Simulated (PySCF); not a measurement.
## Si3H7Cl

Si3H7Cl is a small molecule, neutral, singlet. The structure, one conformer, was relaxed in the gas phase by PBE0-D3(BJ)/def2-SVP. No frequency run checks that it is a minimum.

SMILES: [SiH3][SiH]([SiH3])Cl

```csv
atom,x (Å),y (Å),z (Å)
Si1,-0.621,-0.231,0.620
Si2,1.662,-0.016,1.106
Si3,-1.103,0.048,-1.656
Cl4,-1.618,1.288,1.651
H5,-1.140,-1.546,1.108
H6,2.419,-1.130,0.455
H7,2.153,1.290,0.570
H8,1.878,-0.062,2.583
H9,-2.577,-0.032,-1.883
H10,-0.602,1.384,-2.098
H11,-0.418,-1.022,-2.447
```

Shieldings: GIAO PBE0/pcSseg-2. Shifts are against computed references at the same level: H TMS (σ 31.24 ppm), Si TMS (σ 341.3 ppm). Core levels by delta-SCF with SCAN, pcX-2 on the ionised atom and pcseg-1 elsewhere, spin-free X2C (2p3/2 is the spin-free 2p value less a third of a first-order spin-orbit splitting); from the vacuum level, for chosen atoms.

Q: Give the NMR and core-level values of the distinct atoms.

A: 
```tsv
atoms	bonded to	σ (ppm)	δ (ppm)	core level (eV)
Si1	1 Cl + 2 Si + 1 H	361.3	-20.0	2p3/2 107.23
Si2 Si3	1 Si + 3 H	443.6	-102.3	2p3/2 106.76
Cl4	1 Si	1029.7	-	2p3/2 205.68
H5	1 Si	25.69	5.56	-
H6 H7 H8	1 Si	27.52	3.73	-
H9 H10 H11	1 Si	27.52	3.73	-
```

Values are those of this one static structure, with the three H of a rotating XH3 group averaged; atoms that internal rotation interchanges would show their mean in an NMR spectrum.

Q: Which of Si1, Si2 holds its core electrons tightest, and by how much against the loosest?

A: Si1 (bonded to 1 Cl + 2 Si + 1 H), by 0.47 eV over Si2 (bonded to 1 Si + 3 H).

Q: By CAM-B3LYP/def2-SVPD (TDDFT singlets, Tamm-Dancoff triplets, ionisation by delta-SCF), where does absorption start, and what does vertical ionisation take?

A: The lowest singlet lies at 5.83 eV (f 0.001), the strongest of the first 6 at 7.11 eV (f 0.152), the lowest triplet at 5.24 eV; vertical ionisation takes 9.80 eV.

The 3 runs behind this took 110 s in all, one thread each of Arm Neoverse V1 on a shared host, launched as `OMP_NUM_THREADS=1 python cluster_run.py task.json out`.
